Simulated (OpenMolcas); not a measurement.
## Ag2+: moving the ligands

Ag2+ with its 6 nearest oxide ions at 2.35 Å, on the Ca site of CaO (a = 4.8105 Å, distance in the model lattice 2.405 Å). The rest of the host is ab initio model potentials to 7.6 Å, with orthogonalisation functions on the cations behind the ligands, and point charges beyond; the distance is set by hand and nothing relaxes. Ligand basis ANO-RCC-VDZP.
```
Ag    0.0000    0.0000    0.0000
O     2.3500    0.0000    0.0000
O     0.0000    2.3500    0.0000
O    -2.3500    0.0000    0.0000
O     0.0000   -2.3500    0.0000
O     0.0000    0.0000    2.3500
O     0.0000    0.0000   -2.3500
```

```json
{
  "Program": "OpenMolcas",
  "Method": "SS-CASPT2, IPEA 0.25 Eh, imaginary shift 0.1 Eh (closed shells correlated: 4s 4p and the ligand valence shells)",
  "Basis": "ANO-RCC-VTZP [7s6p4d2f1g]",
  "Scalar Hamiltonian": "DKH2, point nucleus",
  "Active space": "9 electrons in 5 orbitals (4d)",
  "State averaging": "2S+1 = 2 even, 5 roots",
  "Spin-orbit coupling": "state interaction with AMFI integrals over the reference wave functions"
}
```

Runs around this geometry, states (labels of O, the rotations of Oh). Energies in cm-1 above the lowest state or level, χT in cm3 K/mol; 10Dq is the gap between the two states.

```json
{"R (Å)": "2.32", "Ground state": "2E", "First state of that spin": "2T2 17110", "10Dq": "17109", "First gap with spin-orbit (degeneracies)": "15680 (4, 2)", "χT at 300 K": "0.490"}
{"R (Å)": "2.35", "Ground state": "2E", "First state of that spin": "2T2 17010", "10Dq": "17009", "First gap with spin-orbit (degeneracies)": "15580 (4, 2)", "χT at 300 K": "0.490"}
{"R (Å)": "2.405", "Ground state": "2E", "First state of that spin": "2T2 17160", "10Dq": "17158", "First gap with spin-orbit (degeneracies)": "15730 (4, 2)", "χT at 300 K": "0.486"}
```

Roots that are degenerate in the reference are averaged as groups; the widest CASPT2 spread within a group is 230 cm-1 (the 3-fold group of multiplicity 2 near 17000 cm-1 above the lowest state of its run, R = 2.35). Shifts and gaps below about the spread of the groups concerned are not significant. Over all roots computed the reference weight is 0.69 to 0.70 in R = 2.32, 0.69 in R = 2.35, 0.69 in R = 2.405; a low but even weight reflects the number of correlated electrons. An orbital doublet at a regular site is open to a Jahn-Teller distortion, which this geometry leaves out. Ligand-to-metal charge-transfer states are missing. With one d shell and no ligand orbital active, 10Dq can be off by a tenth or more. The least metal-like active orbital is 81 % on the metal (Löwdin) and no ligand orbital is active, so the numbers are rough (holds for R = 2.32). The least metal-like active orbital is 80 % on the metal (Löwdin) and no ligand orbital is active, so the numbers are rough (holds for R = 2.35). The least metal-like active orbital is 79 % on the metal (Löwdin) and no ligand orbital is active, so the numbers are rough (holds for R = 2.405). No measured value stands beside these numbers; the geometry was set by hand and not optimised.
